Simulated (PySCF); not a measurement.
A mixed set of molecules. Computed with TDDFT CAM-B3LYP/def2-SVPD, vertical, gas phase, core orbitals frozen in the response in PySCF 2.14.0, density-fitted response routines. Geometries: GFN2-xTB; one conformer of each isolated species. Triplets are in the Tamm–Dancoff approximation. 'Strongest' means the level of largest summed f among the lowest 8 singlets; it needn't be the same kind of state in each. Ions are computed without counter-ions or solvent.

Question: Rank by computed lowest triplet energy, highest first.
A. `F/C(=C/C[SiH2]O)[SiH3]`
B. `[SiH3]C[SiH2][SiH2]N[SiH3]`
C. `C=C1CC(=C=O)[Si@@H]1C`
D. `C#C[P@@H+](C)CC=C`
E. `N#CCC(=O)[Si@@H](N)[SiH3]`
F. `C[Si@]([SiH3])(C#N)C(N)=O`

Answer: B (5.24 eV), D (4.38 eV), F (4.17 eV), A (3.90 eV), C (3.41 eV), E (2.85 eV).

| SMILES | T1 (eV) | strongest (eV) | f (S1) | S1 (eV) | gap (eV) | S1 mainly |
| --- | --- | --- | --- | --- | --- | --- |
| [SiH3]C[SiH2][SiH2]N[SiH3] | 5.24 | 7.48 | 0.003 | 5.61 | 8.92 | H→L (96%) |
| C#C[P@@H+](C)CC=C | 4.38 | 7.20 | 0.000 | 5.96 | 9.15 | H-1→L (41%) |
| C[Si@]([SiH3])(C#N)C(N)=O | 4.17 | 7.09 | 0.007 | 4.75 | 8.68 | H→L (67%) |
| O[SiH2]C/C=C(/F)[SiH3] | 3.90 | 6.10 | 0.312 | 6.10 | 8.93 | H→L (96%) |
| C=C1CC(=C=O)[Si@@H]1C | 3.41 | 6.70 | 0.001 | 3.72 | 8.10 | H→L (87%) |
| N#CCC(=O)[Si@@H](N)[SiH3] | 2.85 | 6.77 | 0.002 | 3.49 | 8.06 | H→L (91%) |

H and L stand for HOMO and LUMO.

- `[SiH3]C[SiH2][SiH2]N[SiH3]`: Löwdin shares by element: HOMO nitrogen 48%, silicon 21% or more, hydrogen 8% or more (atoms not listed hold the other 23%); LUMO silicon 50% or more, nitrogen 8% (atoms not listed hold the other 42%).
- `C#C[P@@H+](C)CC=C`: Löwdin shares by element: HOMO carbon 80% or more (atoms not listed hold the other 20%); LUMO carbon 50% or more, phosphorus 21%, hydrogen 6% or more (atoms not listed hold the other 22%).
- `C[Si@]([SiH3])(C#N)C(N)=O`: Löwdin shares by element: HOMO oxygen 57%, carbon 16% or more, silicon 10% or more, nitrogen 7% or more; LUMO silicon 34%, carbon 23% or more (atoms not listed hold the other 43%).
- `O[SiH2]C/C=C(/F)[SiH3]`: Löwdin shares by element: HOMO carbon 64%, fluorine 12% (atoms not listed hold the other 23%); LUMO carbon 46% or more, silicon 23% (atoms not listed hold the other 31%).
- `C=C1CC(=C=O)[Si@@H]1C`: Löwdin shares by element: HOMO carbon 63% or more, oxygen 21% (atoms not listed hold the other 16%); LUMO carbon 43% or more, oxygen 23%, silicon 12% (atoms not listed hold the other 22%).
- `N#CCC(=O)[Si@@H](N)[SiH3]`: Löwdin shares by element: HOMO oxygen 43%, carbon 28% or more, silicon 11% or more (atoms not listed hold the other 18%); LUMO carbon 41% or more, oxygen 29%, silicon 10% or more (atoms not listed hold the other 21%).

Without π bonds the low states are Rydberg-like; a valence basis with one diffuse set may place them up to an eV too high.
